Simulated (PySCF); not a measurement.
## A small calculation by hand: chemical shift, span and skew from a shielding tensor

C3H6FNSi, SMILES NC(F)=C=C[SiH3]. Atoms are numbered in the order given.

```xyz
12

N      2.4112     0.3158     0.4043
C      1.3476    -0.5392     0.1878
F      1.5356    -1.7204     0.7872
C      0.2376    -0.2945    -0.4814
C     -0.9114     0.0477    -1.0174
Si    -2.2429     0.9599    -0.0525
H      3.3126    -0.0897     0.1614
H      2.2881     1.2295    -0.0154
H     -1.1151    -0.2173    -2.0682
H     -1.7472     1.2419     1.3258
H     -2.5870     2.2476    -0.7342
H     -3.4917     0.1391     0.0165
```

Geometry: PBE0-D3(BJ)/def2-SVP. The structure was generated by enumeration; whether it is a known compound was not checked. Other conformers were not sampled.

GIAO shieldings from PBE0/pcSseg-1 in PySCF, non-relativistic, no solvent. The symmetric part of the tensor of C2 has the principal values -15.0, 18.6, 85.9 ppm. The same nucleus in TMS has σ = 186.3 ppm at this level (PySCF, at its B3LYP-D3(BJ)/def2-TZVP geometry).

Q: Work out the isotropic shielding, the ¹³C shift against TMS, the span and the skew.

A: 
σ(iso) = (σ11 + σ22 + σ33)/3 = 29.8 ppm. δ = σ(ref) − σ(iso) = 186.3 − (29.8) = 156.5 ppm.
Span Ω = σ33 − σ11 = 100.9 ppm. Skew κ = 3(σ(iso) − σ22)/Ω = 0.33. Tumbling in solution averages the tensor to δ; in a static solid the shielding alone would spread this spin-1/2 line over Ω.
